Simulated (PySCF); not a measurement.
BGeH5O2S. Atoms are numbered in the order given.

```xyz
10

Ge     1.3560     0.6092     0.0087
S      0.0042    -1.1283    -0.3091
B     -1.6467    -0.3739     0.0874
O     -2.6628    -1.1980     0.4359
O     -1.9108     0.9536     0.0473
H      0.7773     1.8377    -0.7311
H      1.4801     0.9385     1.5041
H      2.7130     0.2322    -0.5963
H     -2.3915    -2.1151     0.5306
H     -1.2133     1.4895    -0.3413
```
Charge 0, spin multiplicity 1.

Geometry optimised at PBE0-D3(BJ)/def2-SVP. This is a generated structure with no PubChem entry under its InChIKey; it may be hypothetical. One conformer was computed; it need not be the lowest.

Method: PBE/pcSseg-1 (PySCF).

GIAO shieldings, no solvent; atoms listed in one row are averaged. δ = σ(ref) − σ: ⁷³Ge against GeH4 (σ = 1614.4 ppm); ³³S against H2S (σ = 706.5 ppm); ¹¹B against BF3 (σ = 83.9 ppm); ¹⁷O against H2O (σ = 334.3 ppm); ¹H against TMS (σ = 31.49 ppm), references at their B3LYP-D3(BJ)/def2-TZVP geometries, non-relativistic.

Computed chemical shifts:
| nucleus | atoms | count | δ (ppm) |
|---|---|---|---|
| ⁷³Ge | Ge1 | 1 | 176.9 |
| ³³S | S2 | 1 | -7.8 |
| ¹¹B | B3 | 1 | 14.7 |
| ¹⁷O | O4 | 1 | 154.9 |
| ¹⁷O | O5 | 1 | 146.8 |
| ¹H | H6, H7, H8 | 3 | 5.00 |
| ¹H | H10 | 1 | 4.60 |
| ¹H | H9 | 1 | 4.17 |
